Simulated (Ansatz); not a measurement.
C$_{4}$H$_{3}$S (SMILES [c-]1ccsc1), charge -1, singlet, at a GFN2-xTB geometry (a gas-phase anion, which may not be bound at this level); CCSD(T)/STO-3G (Ansatz, a quantum-chemistry and plane-wave program).

Ansatz was given this input:
Ansatz 0.2 input:
```yaml
crystal:
  periodic: [false, false, false]
  atoms:
    - {symbol: S, position_ang: [-0.00537468, -0.04815724, 1.21841919]}
    - {symbol: C, position_ang: [0.01986202, 1.30772605, -0.16320033]}
    - {symbol: C, position_ang: [-0.01696070, -1.17565525, -0.08708173]}
    - {symbol: C, position_ang: [0.01720962, 0.81295480, -1.37105401]}
    - {symbol: C, position_ang: [-0.00405720, -0.62093181, -1.32562868]}
    - {symbol: H, position_ang: [0.03299419, 2.30566269, 0.24093354]}
    - {symbol: H, position_ang: [-0.03341327, -2.22952851, 0.16092592]}
    - {symbol: H, position_ang: [-0.00990838, -1.25018105, -2.21477794]}
basis:
  gaussian:
    orbitals: STO-3G
total_charge: -1
magnetization: {spin_polarized: false}
correlation: {method: ccsd_t}
```

Q: Predict the main parts of the log of this Ansatz run.

A: 
```
Functional definition: HF
420 factors; integrals over basis functions are off by at most 4.5e-5 eV
mean field evaluation 1: about -14807.4898 eV, gradient 2.6e1 eV
mean field evaluation 2: about -14807.6810 eV, gradient 2.6e1 eV
mean field evaluation 4: about -14810.0357 eV, gradient 2.9e0 eV
mean field evaluation 8: about -14810.1018 eV, gradient 6.5e-5 eV
mean field evaluation 16: about -14809.8540 eV, gradient 2.9e0 eV
mean field -14810.09997852 eV, -544.2611355643 hartree, gradient 2.1e-6 eV, S^2 0.000000; 0 other end points of the search recorded, 0 dependent functions left out; unrestricted orbitals would lower it
9 core orbitals not correlated
reference -14810.09997852 eV, -544.2611355643 hartree; 13, 13 occupied and 10, 10 virtual orbitals, 420 factors
second order -7.00620195 eV of doubles, -0.00000000 eV of singles
cycle   1  -7.73362605 eV  change   -7.3e-1 eV  update   1.1e-1
cycle   2  -8.19861923 eV  change   -4.6e-1 eV  update   4.4e-2
cycle   3  -8.35147595 eV  change   -1.5e-1 eV  update   2.4e-2
cycle   4  -8.36899737 eV  change   -1.8e-2 eV  update   8.4e-3
cycle   5  -8.36761618 eV  change    1.4e-3 eV  update   3.0e-3
cycle   6  -8.36655071 eV  change    1.1e-3 eV  update   1.2e-3
cycle   7  -8.36655087 eV  change   -1.6e-7 eV  update   4.5e-4
cycle   8  -8.36666741 eV  change   -1.2e-4 eV  update   1.6e-4
cycle   9  -8.36659397 eV  change    7.3e-5 eV  update   6.9e-5
cycle  10  -8.36654996 eV  change    4.4e-5 eV  update   2.1e-5
cycle  11  -8.36654480 eV  change    5.2e-6 eV  update   6.5e-6
perturbative correction -0.22722353 eV, -0.0083503108 hartree
Total energy: -14818.69374685 eV, -544.5769507254 hartree
```
